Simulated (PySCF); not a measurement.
Species: C5H10SSi.
Bonds: C1–S2, S2–Si3, Si3–C4, C4–C5, C5–C6 (double), C6–C7, Si3–C7. Hydrogens: H8, H9, H10 on C1; H11 on Si3; H12, H13 on C4; H14 on C5; H15 on C6; H16, H17 on C7.

The closed-shell ground state was solved at several levels (PySCF, density fitting, gas phase, non-relativistic). Geometry: PBE0-D3(BJ)/def2-SVP, one conformer, isolated molecule.

```json
{"level": "PBE0/pcSseg-1", "basis functions": "183", "total energy (Eh)": "-883.6988", "HOMO (eV)": "-6.77", "LUMO (eV)": "0.35", "gap (eV)": "7.12", "dipole (D)": "1.45"}
{"level": "PBE/pcSseg-1", "basis functions": "183", "total energy (Eh)": "-883.6124", "HOMO (eV)": "-5.55", "LUMO (eV)": "-0.64", "gap (eV)": "4.91", "dipole (D)": "1.34"}
```

(1) Estimate the row for B3LYP/def2-SVPD, a basis of 231 functions; the other rows only guide the guess.

(2) Over all these levels, which gives the widest orbital gap and which the narrowest?

(3) How far do the dipole and the HOMO energy spread over the levels?

Answers

(1) Total energy -883.9484 Eh, HOMO -6.51 eV, LUMO -0.11 eV, gap 6.40 eV, dipole 1.32 D.

(2) PBE0/pcSseg-1 (global hybrid, 25 % exact exchange) has the widest, 7.12 eV, and PBE/pcSseg-1 (GGA) the narrowest, 4.91 eV. The two share the basis. From the narrowest to the widest the HOMO moves by -1.22 eV and the LUMO by +0.99 eV.

(3) The dipole runs from 1.32 to 1.45 D (mean 1.37 D) and the HOMO from -6.77 to -5.55 eV.
